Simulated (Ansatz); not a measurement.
Molecule: sum formula H2SiO2F, charge 0, multiplicity 2. It need not be the lowest isomer of its formula. 
Geometry from a B3LYP-D3(BJ)/def2-TZVP (Ansatz, a program for electronic structure) optimisation:
```
Si
F 1 1.6015
O 1 1.6364 2 105.43
H 3 0.9619 1 117.75 2 -163.90
O 1 1.6456 2 111.16 3 -116.55
H 5 0.9617 1 118.47 2 -70.18
```
Charge 0, spin multiplicity 2.

Basis-set convergence of Hartree-Fock and CCSD(T) correlation energies (hartree) with Ansatz. Valence correlation only, unless marked. UHF or UKS for open shells. Spin-orbit coupling is left out. Non-relativistic.

```
basis       functions       E(HF)  E(corr, CCSD(T))
----------  ---------  ----------  ----------------
def2-SVP           70  -539.07822          -0.65918
def2-TZVPP        163  -539.52613          -0.85952
def2-QZVPP        301  -539.54858          -0.92997
```

Extrapolating the two largest sets (X = 3 and 4) as X^-3: E(corr) = (64·(-0.92997) - 27·(-0.85952))/37 = -0.9814 Eh, an estimate of the basis-set limit. The largest set recovers 94.8 % of it, the smallest 67.2 %.
